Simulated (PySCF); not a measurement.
Numbering as in the mapped SMILES `[CH3:1][O:2][c:3]1[cH:4][cH:5][c:6]([F:7])[cH:8][cH:9]1`. Hydrogens are named by the atom that carries them.

Geometry: PBE0-D3(BJ)/def2-TZVP; GIAO absolute shieldings from PySCF, gas phase, non-relativistic, averaged over equivalent atoms.

At KT3/pcSseg-2 (422 basis functions, 2.5 min wall time (4.8 min CPU) on 2 threads of an AMD EPYC, shared host):
| atoms | σ (ppm) |
| --- | --- |
| C6 | 23.2 |
| C3 | 28.2 |
| C5/C8 | 69.8 |
| C4/C9 | 72.5 |
| C1 | 126.4 |
| O2 | 221.7 |
| F7 | 291.0 |
| H(C5)/H(C8) | 24.66 |
| H(C4)/H(C9) | 24.82 |
| H(C1) | 27.88 |

Task: What do these become at wB97X-D/pcSseg-2?

Result: 
```csv
atoms,σ at wB97X-D/pcSseg-2,change
C6,15.2,-8.0
C3,18.1,-10.1
C5/C8,59.5,-10.3
C4/C9,62.6,-9.9
C1,128.9,+2.5
O2,242.1,+20.4
F7,311.9,+20.9
H(C5)/H(C8),24.34,-0.32
H(C4)/H(C9),24.53,-0.29
H(C1),27.91,+0.03
```

The largest change is at F7 (aryl fluorine). Cost: 422 basis functions, 2.9 min wall time (5.7 min CPU) on 2 threads of an AMD EPYC, shared host. The order of the carbon signals is the same at both levels.

The carbons averaged at δ 110.7 differ by 10 ppm in this conformer.
